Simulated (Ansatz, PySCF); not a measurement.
This PySCF input computes a r2SCAN/def2-TZVPD energy:

```python
from pyscf import gto, scf, dft

mol = gto.M(
    atom='''
    Si   -0.28359449   -0.83002781    0.05205599
    C     1.09135074   -2.10117972   -0.05285548
    Br    0.09117221    0.49760919    1.82450910
    Br   -0.28176085    0.39583635   -1.82994129
    H     0.93122572   -2.75132376   -0.91354584
    H     1.11189972   -2.70201812    0.85691710
    H     2.04969566   -1.58978422   -0.16489550
    ''',
    basis='def2-tzvpd',
    charge=0,
    spin=1,
    verbose=4,
)

mf = dft.UKS(mol, xc='r2scan').density_fit(auxbasis='def2-universal-jkfit')
mf.grids.level = 4
mf.conv_tol = 1e-9
mf.max_cycle = 100
mf.max_memory = 1500
mf.kernel()
if not mf.converged:
    mf = mf.newton()
    mf.kernel(mf.make_rdm1())
for _ in range(2):
    mo, _, stable, _ = mf.stability(return_status=True)
    if stable:
        break
    mf.kernel(mf.make_rdm1(mo, mf.mo_occ))
mf.analyze()
```

### Question
Write an input for the same energy in Ansatz (an electronic-structure program) and say what it gives.

### Answer

Ansatz 0.2 input:
```yaml
crystal:
  periodic: [false, false, false]
  atoms:
    - {symbol: Si, position_ang: [-0.28359449, -0.83002781, 0.05205599]}
    - {symbol: C, position_ang: [1.09135074, -2.10117972, -0.05285548]}
    - {symbol: Br, position_ang: [0.09117221, 0.49760919, 1.82450910]}
    - {symbol: Br, position_ang: [-0.28176085, 0.39583635, -1.82994129]}
    - {symbol: H, position_ang: [0.93122572, -2.75132376, -0.91354584]}
    - {symbol: H, position_ang: [1.11189972, -2.70201812, 0.85691710]}
    - {symbol: H, position_ang: [2.04969566, -1.58978422, -0.16489550]}
basis:
  gaussian:
    orbitals: def2-TZVPD
hamiltonian:
  xc: {name: r2SCAN}
magnetization: {spin_polarized: true, initial_magnetization: 1}
output: {forces: true}
```
It gives -5477.73257 Eh, and PySCF -5477.73271 Eh, a difference of 0.14 mEh, from the treatment of integrals and grids.

It need not be the lowest isomer of its formula.
